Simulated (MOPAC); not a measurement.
MOPAC input (PM6):

```
PM6 1SCF GEO-OK AUX(PRECISION=9) THREADS=1
ClGa

Ga   -0.00000000 1   -0.00000000 1   -0.79294171 1
Cl    0.00000000 1    0.00000000 1    1.44595253 1
```

### Question
What heat of formation does the run end on, and which ionisation energy by Koopmans theorem?

### Answer
-24.08 kcal/mol; 10.83 eV.
